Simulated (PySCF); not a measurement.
An unknown shows these calculated signals:

¹H NMR (600 MHz, computed): δ 4.11 (m, 2H), 4.00 (m, 2H), 3.95 (s, 1H), 1.76 (m, 2H).

¹³C{¹H} NMR (computed): δ 248.1 (C), 192.8 (C), 111.5 (CH), 81.7 (C).

[PySCF 2.14.0 with density-fitted response routines: GFN2-xTB geometry; GIAO PBE0/pcSseg-1 shieldings; non-relativistic; no solvent; one computed conformer; averaged over atoms made equivalent by symmetry, fast rotation or ring inversion]

Chemical shifts δ = σref − σ; ¹H (σ = 31.72 ppm) and ¹³C (σ = 186.93 ppm) against TMS, all at this level.

**Question.** Which of these does the molecule contain: an NH or NH2 group, a Si–H bond, an S-methyl group, a C≡C triple bond, a ketone, a non-aromatic C=C double bond?

**Answer.** 
- An NH or NH2 group: no.
- A Si–H bond: yes (δH 4.00 (m)).
- An S-methyl group: no.
- A C≡C triple bond: yes (δC 111.5, 81.7; δH 3.95 (s)).
- A ketone: yes (δC 192.8).
- A non-aromatic C=C double bond: no.

The data belong to SMILES C(C(C#C)=O)(=O)[SiH2][SiH2]P, C4H7O2PSi2; they needn't prove each group on their own.

Carbon signals by region: 2 in the far downfield region (above 160 ppm), 1 in the sp2 and nitrile region (100–160 ppm), 1 at 50–100 ppm. Above 160 ppm: 248.1, carbonyl carbon, 192.8, carbonyl carbon of an ynone.

Splittings by ³¹P in the carbon and heteronuclear signals aren't shown, as no couplings were computed. Shifts are as computed. Against solution values, carbons near 30 ppm lie about +3 ppm off and those near 130 ppm about +5 ppm. Of 1211 compounds with measured shifts, 218 miss one by over three times the rms of a fit or turn the order of signals round; such compounds aren't used in these exercises. No couplings were computed; multiplicities are counted from neighbouring protons, with m where these are inequivalent, close in shift, in a saturated or five-membered ring or joined by F or P, and br s for small geminal =CH2 splittings.
